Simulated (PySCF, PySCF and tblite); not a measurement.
One step of a conformer study of C2H8OSi, numbered as in [CH3:1][O:2][SiH2:3][CH3:4]: PySCF 2.14.0, density-fitted response routines, PBE0/def2-TZVP single-point energy, gas phase; conformer with -65°.

Torsions listed: C1–O2–Si3–C4. Of a mirror pair one member is shown.

Input:

```
{"job": {"xc": "PBE0", "basis": "def2-TZVP", "kind": "sp"}, "charge": 0, "multiplicity": 1}
C      1.794088    -0.102014    -0.632588
O      1.007351     0.848116     0.024022
Si    -0.359770     0.477090     0.905613
C     -1.713880    -0.235468    -0.172775
H      1.257755    -0.585416    -1.471886
H      2.143637    -0.901237     0.049389
H      2.683433     0.396561    -1.048740
H     -0.009883    -0.508951     1.981895
H     -0.795801     1.760762     1.522637
H     -2.625703    -0.407010     0.422752
H     -1.964778     0.456685    -0.992261
H     -1.415252    -1.199805    -0.614084
```

Launched as:

```sh
OMP_NUM_THREADS=1 python ens_run.py task.json out
```

Question: About how long does this step take on 1 thread of AMD EPYC 9R45 96-Core, shared host (rough)?

Answer: About 3.1 s, peak memory 0.76 GiB, launched as `OMP_NUM_THREADS=1 python ens_run.py task.json out`, with 178 basis functions.

Output (atoms count from 0 there):

```
coarse grid: 9848 points
cycle   1  E = -445.4572015454  dE =  1.180e-01  |g| = 6.940e-01  |ddm| = 2.314e+00
cycle   2  E = -445.3159664620  dE =  1.412e-01  |g| = 1.108e+00  |ddm| = 1.207e+00
cycle   3  E = -445.5458986763  dE = -2.299e-01  |g| = 1.081e-01  |ddm| = 8.596e-01
cycle   4  E = -445.5479235068  dE = -2.025e-03  |g| = 4.196e-02  |ddm| = 8.137e-02
cycle   5  E = -445.5483461614  dE = -4.227e-04  |g| = 5.549e-03  |ddm| = 2.905e-02
cycle   6  E = -445.5483528955  dE = -6.734e-06  |g| = 5.845e-04  |ddm| = 4.374e-03
final grid: 88528 points
cycle   7  E = -445.5426551178  dE = -2.851e-05  |g| = 9.035e-03  |ddm| = 2.908e-02
cycle   8  E = -445.5426395983  dE =  1.552e-05  |g| = 1.284e-02  |ddm| = 1.058e-02
cycle   9  E = -445.5426706001  dE = -3.100e-05  |g| = 1.326e-03  |ddm| = 6.646e-03
cycle  10  E = -445.5426709480  dE = -3.479e-07  |g| = 1.412e-04  |ddm| = 8.924e-04
cycle  11  E = -445.5426709527  dE = -4.695e-09  |g| = 3.321e-05  |ddm| = 1.219e-04
cycle  12  E = -445.5426709529  dE = -2.415e-10  |g| = 1.131e-05  |ddm| = 2.939e-05
converged SCF energy = -445.5426709529
```
